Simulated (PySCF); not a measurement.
Fill in the blanks.

Compound: C4H11NSi.
SMILES with atom numbers: `[SiH3:1][NH:2][CH2:3][CH:4]1[CH2:5][CH2:6]1` (hydrogens: H7, H8, H9 on Si1; H10 on N2; H11, H12 on C3; H13 on C4; H14, H15 on C5; H16, H17 on C6)

Conformer (atom-mapped SMILES and torsion angles): `[SiH3:1][NH:2][CH2:3][CH:4]1[CH2:5][CH2:6]1`: Si1–N2–C3–C4 144°, N2–C3–C4–C5 -150°.

```json
{"property": "point group", "level": "PBE0-D3(BJ)/def2-SVP", "value": "C1"}
{"property": "rotational constants A, B, C", "level": "PBE0-D3(BJ)/def2-SVP", "value": "8.389, 1.185, 1.146 GHz"}
{"property": "dipole moment", "level": "CAM-B3LYP/def2-SVPD", "value": "1.22 D"}
{"property": "HOMO energy", "level": "CAM-B3LYP/def2-SVPD", "value": "?"}
{"property": "LUMO energy", "level": "CAM-B3LYP/def2-SVPD", "value": "?"}
{"property": "lowest singlet excitation", "level": "TDDFT CAM-B3LYP/def2-SVPD", "value": "5.96 eV (208 nm, f = 0.007)"}
{"property": "strongest line among the 10 lowest singlet transitions", "level": "TDDFT CAM-B3LYP/def2-SVPD", "value": "?"}
{"property": "lowest triplet excitation (Tamm–Dancoff)", "level": "TDA CAM-B3LYP/def2-SVPD", "value": "?"}
{"property": "static isotropic polarisability", "level": "CAM-B3LYP/def2-SVPD", "value": "?"}
{"property": "vertical ionisation energy", "level": "ΔSCF CAM-B3LYP/def2-SVPD", "value": "8.82 eV"}
{"property": "electronic spatial extent ⟨r²⟩ about the centre of nuclear charge", "level": "CAM-B3LYP/def2-SVPD", "value": "1085 bohr²"}
{"property": "13C chemical shifts (computed TMS as zero) by class", "level": "GIAO PBE0/pcSseg-1", "value": "52.7 (C3), 16.8 (C4), 5.8 (C5/C6) ppm"}
{"property": "1H chemical shifts (computed TMS as zero) by class", "level": "GIAO PBE0/pcSseg-1", "value": "?"}
{"property": "isotropic shieldings of nuclei other than C and H, by class", "level": "GIAO PBE0/pcSseg-1", "value": "244 (N2), 406 (Si1) ppm"}
{"property": "core binding energies", "level": "ΔSCF SCAN, pcX-2 on the ionised atom, pcseg-1 elsewhere, spin-free X2C, 2p3/2 from a spin–orbit splitting computed afterwards within the 2p shell", "value": "?"}
```

The electronic properties come from PySCF, for the isolated species, density fitting. The structure is a single PBE0-D3(BJ)/def2-SVP conformer in the gas phase; no vibrational or solvent corrections. NMR classes are plain means over equivalent atoms (diastereotopic ones count apart unless rotation or inversion swaps them), as if these changed places fast; in this geometry the members of some classes differ.

(1) What is the strongest line among the 10 lowest singlet transitions?

(2) Give the core binding energies.

(3) What is the static isotropic polarisability?

(4) The 1H chemical shifts (computed TMS as zero) by class?

(5) Give the HOMO energy.

(6) What is the lowest triplet excitation (Tamm–Dancoff)?

(7) The LUMO energy?

Results:

(1) S6 at 7.64 eV (162 nm, f = 0.033).

(2) Si2p3/2 106.8 (Si1), C1s 290.5 (C4), C1s 290.6 (C5/C6), C1s 291.5 (C3), N1s 404.2 (N2), Si1s 1846.6 (Si1) eV.

(3) 82.3 au.

(4) 4.61 (H7/H8/H9), 2.43 (H11/H12), 0.59 (H13), 0.48 (H14/H17), 0.17 (H15/H16), -0.47 (H10) ppm.

(5) -8.12 eV.

(6) 5.66 eV.

(7) 1.20 eV.

The dipole equals about 4.1 × 10⁻³⁰ C·m (1 D = 3.33564 × 10⁻³⁰ C·m). With B = h/(8π²I), that is 505.379 GHz u Å² over I, the principal moments of inertia are 60.2, 426.3 and 440.8 u Å² (most abundant isotopes); the inertial defect Ic − Ia − Ib is -45.7 u Å² (zero for a rigid planar frame, negative otherwise). The largest Löwdin shares of the HOMO are 0.55 on N2, 0.11 on Si1, 0.10 on C3 and 0.06 on H7.
